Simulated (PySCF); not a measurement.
thiourea cation (CH₄N₂S), SMILES NC(N)=S (connectivity only; charge and spin as stated), charge +1, multiplicity 2. Atoms are numbered in the order given.

```xyz
8

N      0.0000     1.1595    -1.0265
C      0.0000     0.0000    -0.3826
N      0.0000    -1.1595    -1.0265
S      0.0000     0.0000     1.3629
H      0.0000     1.2078    -2.0433
H      0.0000     2.0444    -0.5268
H      0.0000    -1.2078    -2.0433
H      0.0000    -2.0444    -0.5268
```
Charge +1, spin multiplicity 2.

Geometry optimised at B3LYP-D3(BJ)/def2-SVP. A frequency run showed that this geometry is not a minimum. The spin state was assumed, not searched. Other conformers were not sampled.

The numbers are results of PBE/def2-TZVPD (PySCF), not measurements.

Gas-phase values at a fixed geometry.

Computed frontier levels, dipole moment and polarisability:
* **α spin, highest occupied and lowest empty level**: -12.14 and -7.06 eV
* **β spin, highest occupied and lowest empty level**: -11.82 and -11.36 eV
* **dipole moment about the centre of nuclear charge**: 0.663 e·Å
* **mean static polarisability**: 45.6 bohr³ (6.75 Å³)
* **polarisability, principal values**: 31.2, 48.1, 57.3 bohr³
* **⟨S²⟩**: 0.755 (pure state 0.75)
